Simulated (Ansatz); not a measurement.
Pulling the pair apart

The pair of H2O (SMILES O, atoms 1–3) and BF3 (SMILES FB(F)F, atoms 4–7), both closed shells, in one local arrangement (a lower one may exist), relaxed at PBE0-D4/def2-TZVP:

```xyz
7
angstrom
O -0.0608 -0.3054 -0.9992
H -0.7376 0.2694 -1.3764
H 0.7888 -0.0454 -1.3754
F -0.2295 -1.2397 1.2538
B -0.0055 -0.0209 0.7515
F 1.2513 0.4625 0.8723
F -1.0067 0.8792 0.8736
```

BF3 is shifted rigidly along the line between the mean atom positions of the two fragments (negative: closer). Counterpoise interaction energies in kcal/mol. Ansatz 0.2.0; basis: def2-TZVPPD; cores frozen in the correlated methods.

```json
{"shift (Å)": "-0.18", "r2SCAN-D4": "-19.50", "MP2": "-16.25", "PBE-D4": "-14.60"}
{"shift (Å)": "-0.09", "r2SCAN-D4": "-22.18", "MP2": "-19.10", "PBE-D4": "-17.78"}
{"shift (Å)": "0.00", "r2SCAN-D4": "-23.05", "MP2": "-20.10", "PBE-D4": "-19.15"}
{"shift (Å)": "0.09", "r2SCAN-D4": "-22.79", "MP2": "-19.97", "PBE-D4": "-19.37"}
{"shift (Å)": "0.21", "r2SCAN-D4": "-21.37", "MP2": "-18.75", "PBE-D4": "-18.61"}
{"shift (Å)": "0.44", "r2SCAN-D4": "-17.48", "MP2": "-15.32", "PBE-D4": "-15.67"}
{"shift (Å)": "0.89", "r2SCAN-D4": "-10.50", "MP2": "-9.29", "PBE-D4": "-9.70"}
{"shift (Å)": "1.77", "r2SCAN-D4": "-3.55", "MP2": "-3.37", "PBE-D4": "-3.48"}
```

**Question.** What does CCSD(T) give at these shifts? (An estimate is asked for; the value comes from the calculation.)

**Answer.** By the calculation: -16.80, -19.60, -20.55, -20.37, -19.09, -15.57, -9.44, -3.41 kcal/mol. For zero shift, CCSD(T) at an estimated basis limit (MP2 extrapolated from triple and quadruple zeta, plus CCSD(T) − MP2 in triple zeta) gives -22.34 kcal/mol. These are counterpoise interaction energies, counted from the two frozen fragments.

The T1 diagnostic stays at or below 0.013.

For scale, one of the runs: CCSD(T)/def2-TZVPPD, 231 basis functions, launched by `ansatz run in.yaml --threads 4 --pin off --events-out ev --progress --plain --max-ram 9574MiB`. The run took 33 s on 4 CPU threads of an Intel Xeon 6975P-C (shared host), with 5 GiB of host memory at its peak.
